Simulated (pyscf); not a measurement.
PySCF, gas phase, ωB97X-D3(BJ)/def2-SVP geometries.

SMILES: [OH][Bi]([OH])[O]C(C)(C)C
```xyz
19

C     -0.5444     1.1771    -0.0290
C     -0.1309    -0.2815     0.1968
C      1.3805    -0.3926     0.4084
C     -0.8827    -0.8597     1.4039
O     -0.4223    -1.0288    -0.9780
Bi    -2.2542    -1.9391    -1.3618
O     -1.9809    -1.4529    -3.3542
O     -3.5110    -0.3391    -0.8995
H     -1.6309     1.2289    -0.1928
H     -0.2871     1.8088     0.8365
H     -0.0319     1.5748    -0.9188
H      1.6645    -1.4461     0.5570
H      1.7069     0.1913     1.2840
H      1.9079    -0.0192    -0.4825
H     -0.6007    -0.3473     2.3368
H     -0.6485    -1.9314     1.5221
H     -1.9719    -0.7298     1.2783
H     -1.1793    -0.9082    -3.3905
H     -3.4422     0.3455    -1.5801
```

Q: What is the homolytic dissociation enthalpy (298 K, ωB97M-D3(BJ)/def2-TZVP) of the Bi–O bond of `[CH3][C]([CH3])([CH3])[O][Bi]([OH])[OH]`, to H₃C–C(CH₃)(CH₃)–O• + HO–Bi•–OH?

A: Bi–O to H₃C–C(CH₃)(CH₃)–O• + HO–Bi•–OH: 285.0 kJ/mol. The 7 functionals that were run give +278.1 (r²SCAN) to +304.0 kJ/mol (ωB97X-D3(BJ)/def2-TZVP). H₃C–C(CH₃)(CH₃)–O• lies 28.9 kJ/mol over its isomer H₃C–CH₂–C•(CH₃)–OH (electronic energy, ωB97M-D3(BJ)/def2-TZVP). Other isomers of HO–Bi•–OH were not searched in full and may lie lower. Elements past Kr carry the def2 core potentials, without spin-orbit coupling.
